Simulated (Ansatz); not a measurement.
```yaml
crystal:
  periodic: [false, false, false]
  atoms:
    - {symbol: Pt, position_ang: [0.014082, 0.302598, -0.100628]}
    - {symbol: S, position_ang: [1.675746, -0.592209, -1.041491]}
    - {symbol: S, position_ang: [-1.689827, 0.289612, 1.142118]}
basis:
  gaussian: {orbitals: def2-mTZVP}
total_charge: -1
magnetization: {spin_polarized: true, initial_magnetization: 1}
hamiltonian: {xc: {name: HF}}
correlation: {method: mp2, electrons: outside_noble_gas}
scf: {omitted_lower_state_checks: [starts]}
output: {forces: true}
```

```sh
$ ansatz run in.yaml --threads 4 --pin off --events-out ev --progress --plain --max-ram 3916MiB
```

Output, abridged:

```
Functional definition: HF
808 factors; integrals over basis functions are off by at most 3.2e-4 eV
mean field evaluation 1: about -24855.7036 eV, gradient 2.0e1 eV
mean field evaluation 2: about -24856.0131 eV, gradient 2.0e1 eV
mean field evaluation 4: about -24858.0331 eV, gradient 3.7e0 eV
mean field evaluation 8: about -24858.1647 eV, gradient 2.2e-1 eV
mean field evaluation 16: about -24858.1736 eV, gradient 1.3e-1 eV
mean field evaluation 32: about -24858.8043 eV, gradient 4.6e-1 eV
mean field -24858.84488631 eV, -913.5456996418 hartree, gradient 2.9e-6 eV, S^2 1.670046; 1 other end points of the search recorded, 0 dependent functions left out
14 core orbitals not correlated: weight in the atoms' cores, before any rotation towards them, 0.999 or more for the frozen orbitals, at most 0.000 for the correlated occupied ones
reference -24858.84488631 eV, -913.5456996418 hartree; 12, 11 occupied and 54, 55 virtual orbitals, 808 factors
second order -10.77942757 eV of doubles, -0.00000000 eV of singles
Total energy: -24869.62431389 eV, -913.9418362985 hartree
Atom 0 at     0.014082     0.302598    -0.100628 Å, force     1.671623    -0.726985    -0.998234 eV/Å
Atom 1 at     1.675746    -0.592209    -1.041491 Å, force    -1.494136     0.765987     0.857538 eV/Å
Atom 2 at    -1.689827     0.289612     1.142118 Å, force    -0.177487    -0.039002     0.140696 eV/Å
Dipole moment:    -0.046443     0.213376    -0.128240 e Å
Checks for a lower state left out: starts
```

Hardware: 4 threads of Arm Neoverse V1 on a shared host. Wall time 2.8 s.

In the def2 sets Pt takes a core potential; there is no spin–orbit coupling. Correlated methods freeze 14 core orbitals. The highest occupied level of an anion often lies above zero with these methods, and sets without diffuse functions describe the outer electron poorly. The charge -1 doublet is spin-contaminated (final ⟨S²⟩ up to 1.67, 0.75 for a pure state).

The dipole of an ion depends on the origin.
